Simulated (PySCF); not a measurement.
# Reading the logs of faulty runs: BGe2H5O

These are calculations, not measurements. The program is PySCF 2.14.0, an open-source quantum chemistry code, run on an isolated molecule that a program drew, which may never have been made. The molecule is BGe2H5O (charge 0, singlet), drawn as the SMILES string `[O]=[GeH][BH][GeH3]`.

Each row is a Hartree-Fock (HF) and frozen-core CCSD(T) single point in the cc-pVDZ basis, meant for a local HF minimum. Run 1 is clean. Each other run has one planted mistake out of seven kinds, and not every kind appears here: one electron removed, one electron added, multiplicity raised by two, geometry at a saddle point, minimal basis STO-3G, one bond length entered in bohr, all coordinates scaled. The reference is restricted for singlets and unrestricted otherwise, and also for a bond in bohr. Adding or removing an electron swaps singlet and doublet. Electrons count all cores. HOMO and LUMO are orbital energies over both spins, the gradient is its largest component, and the lowest frequency (negative if imaginary) is given only where the gradient is small. Bond lengths are over the 8 bonds as drawn. T1 is the CCSD diagnostic: over 0.02 (restricted) or 0.045 (unrestricted) a single reference is doubtful. Germanium has the cc-pVDZ-PP basis, with a core potential (ECP10MDF) in place of its 10 inner electrons, and its 3s, 3p and 3d shells are frozen in CCSD(T).

Geometry of the clean run:
```xyz
9
BGe2H5O, angstrom
O    -1.6899   -1.0684   -1.4740
Ge   -1.3826    0.1713   -0.4709
B     0.2397    0.2481    0.8198
Ge    2.1476    0.9340    0.3012
H    -2.2967    1.4104   -0.4394
H     0.0687   -0.1468    1.9374
H     3.1036   -0.2630    0.3200
H     2.1903    1.5843   -1.0849
H     2.6139    1.9602    1.3405
```

```
run  electrons  basis functions  <S^2>  HOMO (eV)  LUMO (eV)  gradient (hartree/bohr)  lowest frequency (cm^-1)  mean bond (Å)  longest bond (Å)      T1  HF (hartree)  CCSD(T) (hartree)             mistake
  1         82               99  0.000     -10.42       0.27                  1.3e-05                        39         1.6407             2.093  0.0251    -689.12253         -689.64771            no fault
  2         83               99  0.766      -2.16       6.26                  4.0e-02                         -         1.6407             2.093  0.0228    -689.15435         -689.69325  one electron added
  3         82               99  1.157      -9.23       0.28                  2.0e-02                         -         1.8735             3.955  0.0429    -689.03077         -689.52881                   ?
  4         81               99  0.764     -16.08      -5.21                  8.6e-02                         -         1.6407             2.093  0.0387    -688.84976         -689.31540                   ?
```

**Which mistake was planted in run 3, and what did it cost?**

The mean bond changes by a factor of 1.142 and the longest by 1.890, so the molecule wasn't scaled as a whole. A length L in bohr read as angstrom grows by (1/0.5292 - 1) L = 0.890 L. The 8 bonds together grew by 8 x 0.2328 = 1.862 Å, which gives L = 2.093 Å. That is bond B3-Ge4, 2.093 Å in the clean geometry. So the mistake is: one bond length entered in bohr. Subtracting run 1 and multiplying by 627.51 kcal/mol a hartree, the energy moved by 57.6 kcal/mol in HF and 74.6 kcal/mol in CCSD(T).

**Which mistake was planted in run 4, and what did it cost?**

It counts 81 electrons, one fewer than the clean run, at the same geometry and basis. So the mistake is: one electron removed. Subtracting run 1 and multiplying by 627.51 kcal/mol a hartree, the energy moved by 171.2 kcal/mol in HF and 208.5 kcal/mol in CCSD(T).

Cautions from the logs. Run 1: T1 is over the limit, so its CCSD(T) energy is less reliable.
